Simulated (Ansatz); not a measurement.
Clusters of 6 atoms, capped: binding per atom (eV) at several levels, gas phase, relaxed structures; Ansatz. Clusters are the lowest isomers that short searches found in that spin, judged at the geometry's level. Core potentials for Pt in the def2 sets, no spin–orbit coupling. Binding counts from free atoms in the multiplicity of their measured ground term, without zero-point energy. Singlets are spin-restricted. The structures are stationary points that may keep the symmetry of their start. Correlated methods freeze inner cores and use unrestricted references for open shells. Remarks come from the PBE and PBE0 runs and from stability tests at other levels; not every state was tested.

| species | state | geometry | PBE-D4/def2-SVP | PBE-D4/def2-TZVP | PBE0-D4/def2-SVP | PBE0-D4/def2-TZVP | MP2/def2-TZVP | remarks |
| --- | --- | --- | --- | --- | --- | --- | --- | --- |
| Ga5F | singlet | PBE-D4/def2-SVP | 2.36 | 2.32 | 2.19 | 2.17 | 2.35 | restricted SCF unstable in HF |
| Ga2F4 | singlet | r2SCAN-D4/def2-SVP | 3.70 | 3.65 | 3.51 | 3.48 | 3.77 | – |
| Ge2H4 | singlet | r2SCAN-D4/def2-TZVP | 2.39 | 2.39 | 2.36 | 2.36 | 2.24 | – |
| Al3Cl3 | singlet | r2SCAN-D4/def2-SVP | 2.91 | 2.89 | 2.83 | 2.83 | 2.83 | restricted SCF unstable in HF |
| C2H4 | singlet | r2SCAN-D4/def2-TZVP | 4.15 | 4.13 | 4.10 | 4.08 | 3.96 | – |
| B3F3 | singlet | PBE0-D4/def2-SVP | 4.88 | 4.75 | 4.65 | 4.56 | 4.59 | – |
| Pt2H4 | singlet | B3LYP-D4/def2-TZVP | 2.63 | 2.67 | 2.46 | 2.50 | 2.59 | – |

Problem. Estimate the column for r2SCAN-D4/def2-TZVP.

Solution. Ga5F 2.25; Ga2F4 3.60; Ge2H4 2.42; Al3Cl3 2.88; C2H4 4.06; B3F3 4.60; Pt2H4 2.69.
